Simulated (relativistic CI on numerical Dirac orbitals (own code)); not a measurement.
# Electric-dipole transitions in S3+

Computed by Dirac-Coulomb-Breit CI, separate exchange-only KLI orbitals for each configuration, a model potential for QED, valence Slater integrals scaled by 0.85, configuration energies shifted to the measured levels that pair with them (semi-empirical) (own radial code, finite nucleus).

CI space (outside the closed core [Ne]): 3s²3p, 3s3p², 3s²3d, 3s²4s, 3p³, 3s3p3d, 3s²4p, 3s²4d, 3s3p4s, 3s²5s, 3s²5p, 3s3p4p, 3s²5d, 3s²5g, 3p3d², 3p²3d, 3s²4f, 3s3d², 3p²4s, 3p²4p, 3s3d4s, 3s²5f, 3s3d4p, 3s4s², 3s3p4d, 3s4s4p, 3s3p4f, 3s3p5s, 3p3d4s, 3s3p5p. Levels of other configurations are missing.

| λ vac (nm) | Lower | Upper | A (s⁻¹) | gf | Branching (%) |
| --- | --- | --- | --- | --- | --- |
| 59.625 | 3s3p² ²D3/2 [6] | 3s3p3d ²F°5/2 [39] | 7.67e+09 | 2.45e+00 | 83.6 |
| 59.705 | 3s3p² ²D5/2 [7] | 3s3p3d ²F°7/2 [38] | 8.23e+09 | 3.52e+00 | 89.3 |
| 65.360 | 3s3p² ⁴P3/2 [4] | 3s3p3d ⁴D°5/2 [30] | 6.71e+09 | 2.58e+00 | 61.0 |
| 65.402 | 3s3p² ⁴P3/2 [4] | 3s3p3d ⁴D°3/2 [29] | 6.41e+09 | 1.64e+00 | 58.1 |
| 65.552 | 3s3p² ⁴P5/2 [5] | 3s3p3d ⁴D°7/2 [31] | 1.10e+10 | 5.68e+00 | 100.0 |
| 65.587 | 3s3p² ⁴P5/2 [5] | 3s3p3d ⁴D°5/2 [30] | 4.28e+09 | 1.66e+00 | 39.0 |
| 65.727 | 3s²3p ²P°1/2 [1] | 3s²3d ²D3/2 [11] | 8.97e+09 | 2.32e+00 | 82.9 |
| 66.132 | 3s²3p ²P°3/2 [2] | 3s²3d ²D5/2 [12] | 1.07e+10 | 4.20e+00 | 100.0 |
| 66.795 | 3s3p² ⁴P5/2 [5] | 3s3p3d ⁴P°5/2 [25] | 3.43e+09 | 1.38e+00 | 54.1 |
| 66.817 | 3s3p² ²D5/2 [7] | 3s3p3d ²F°7/2 [35] | 4.42e+09 | 2.37e+00 | 98.2 |
| 67.138 | 3s3p² ²D3/2 [6] | 3s3p3d ²F°5/2 [34] | 4.07e+09 | 1.65e+00 | 90.8 |
| 67.171 | 3s3p² ²P1/2 [9] | 3s3p3d ²D°3/2 [50] | 1.13e+10 | 3.07e+00 | 57.4 |
| 67.394 | 3s3p² ²P3/2 [10] | 3s3p3d ²D°5/2 [51] | 1.56e+10 | 6.35e+00 | 78.5 |
| 70.119 | 3s3p² ²S1/2 [8] | 3s3p3d ²P°3/2 [43] | 7.43e+09 | 2.19e+00 | 66.5 |
| 71.858 | 3s3p² ²D3/2 [6] | 3s3p3d ²D°3/2 [33] | 7.78e+09 | 2.41e+00 | 88.0 |
| 71.896 | 3s3p² ²D5/2 [7] | 3s3p3d ²D°5/2 [32] | 8.00e+09 | 3.72e+00 | 90.6 |
| 76.176 | 3s²3p ²P°1/2 [1] | 3s3p² ²P1/2 [9] | 5.57e+09 | 9.69e-01 | 64.1 |
| 76.364 | 3s²3p ²P°3/2 [2] | 3s3p² ²P3/2 [10] | 7.23e+09 | 2.53e+00 | 82.7 |
| 78.052 | 3s²3d ²D5/2 [12] | 3s3p3d ²D°5/2 [51] | 3.98e+09 | 2.18e+00 | 20.1 |
| 81.061 | 3s3p² ⁴P5/2 [5] | 3p³ ⁴S°3/2 [16] | 3.86e+09 | 1.52e+00 | 49.6 |

Terms are leading LS components. Brackets give the number of a level in order of energy, since labels repeat. The list gives strong lines, with weight on those to low levels, without configurations that were not tied to measured data, without lines whose two gauges differ by over a factor of 2.5, among the lowest 169 of 333 levels, so that lines to higher ones, which can be the strongest, are missing, and without lines across small gaps between configurations, and without 10 lines that miss the measured interval by over 3.5 %, start from a term whose rates miss tabulated ones by over 60 %, have gauges far apart or, lacking measured levels, span too small a gap for the errors found; lines with a level outside our table were not tested and can miss by more. Levels whose partners in the same complex of configurations lie outside the list can be far off, and so can their lines. Rates are taken at the computed energies, electric ones in the length gauge.

Configurations whose levels could be paired with our table of measured levels were shifted onto them, all but the ground configuration, by the median error of their levels; single terms can still be off by 1,000 to 2,000 cm⁻¹ or more, and rates follow the energies as ν³ (E1, M1) or ν⁵ (E2). The others borrow a shift and can be off by several thousand cm⁻¹ or more. The fine structure of a lone outer electron comes out too small, for d and f at times inverted, and misplaced configurations move strength between like terms. 69 of the 69 excited levels that our extract of the measured tables holds in this range could be paired (the sources list more); they are missed by 473 cm⁻¹ on average and 2361 at most, after the shifts were fitted to these levels, and levels without a partner can miss by more.

(1) From the table, what is the radiative lifetime of 3s3p3d ⁴D°5/2?

## Answers

(1) The listed rates from this level add up to about 1.10e+10 s⁻¹, 100 % of its decay; with all channels τ = 9.10e-11 s.

LS names give the leading component of a level, which can be under half, so a name can repeat, a term be missing and a line seem to break the LS rules.
